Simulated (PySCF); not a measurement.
C₂H₉PSi.
Atom-mapped SMILES: `[CH3:1][CH2:2][SiH2:3][PH2:4]` (hydrogens: H5, H6, H7 on C1; H8, H9 on C2; H10, H11 on Si3; H12, H13 on P4)

The closed-shell SCF was solved with PySCF and density fitting under several settings on one GFN2-xTB geometry (grid level 2 and gas phase unless stated).

```csv
settings,basis functions,SCF cycles,E (Eh),HOMO (eV),LUMO (eV),dipole (D)
PBE0/pcSseg-1,127,12,-712.0827,-7.39,0.55,1.13
CAM-B3LYP/def2-SVPD,160,12,-712.1809,-8.62,1.06,0.94
revPBE/6-311G**,142,14,-712.3555,-6.24,-0.32,1.11
"LDA/pcseg-1, level shift 0.2 Eh, fitting basis def2-universal-jkfit",109,10,-709.2229,-6.31,-0.56,1.15
"B97-D/pcSseg-1, IEF-PCM water, level shift 0.3 Eh",127,12,-712.3753,-6.22,0.01,1.38
"LDA/pcSseg-1, IEF-PCM benzene, level shift 0.1 Eh",127,10,-709.2332,-6.32,-0.43,1.26
PBE/cc-pVTZ,254,14,-712.0920,-6.25,-0.34,0.96
```

**Question.** Estimate the rows for these settings: (1) PBE0/6-31G*, energy threshold 1e-07 Eh; (2) HCTH407/pcSseg-1.

**Answer.** 
```json
{"settings": "PBE0/6-31G*, energy threshold 1e-07 Eh", "basis functions": "82", "SCF cycles": "7", "E (Eh)": "-712.0762", "HOMO (eV)": "-7.26", "LUMO (eV)": "0.74", "dipole (D)": "1.19"}
{"settings": "HCTH407/pcSseg-1", "basis functions": "127", "SCF cycles": "13", "E (Eh)": "-712.5330", "HOMO (eV)": "-6.40", "LUMO (eV)": "-0.36", "dipole (D)": "1.04"}
```

**Question.** Over all rows, what range does the HOMO–LUMO gap span?

**Answer.** From 5.75 eV (LDA/pcseg-1, level shift 0.2 Eh, fitting basis def2-universal-jkfit) to 9.68 eV (CAM-B3LYP/def2-SVPD). The functional of the narrowest has no exact exchange, that of the widest range-separated exact exchange.

**Question.** Compare two rows with the functional PBE0: PBE0/6-31G*, energy threshold 1e-07 Eh and PBE0/pcSseg-1. Which energy is lower, and by how much?

**Answer.** PBE0/pcSseg-1 (127 functions) lies 0.0065 Eh or 4.1 kcal/mol below PBE0/6-31G*, energy threshold 1e-07 Eh (82 functions).

B97-D ran without the empirical dispersion term, which would shift the total energy alone. Cycle counts include a coarse-grid stage where the run had one. All basis functions are spherical, in the Pople sets too. The species at its GFN2-xTB geometry (one conformer only).

Shape of the structure used: `[CH3:1][CH2:2][SiH2:3][PH2:4]`: C1–C2–Si3–P4 173°, H–P4–Si3–C2 175°, H–P4–Si3–C2 82°.
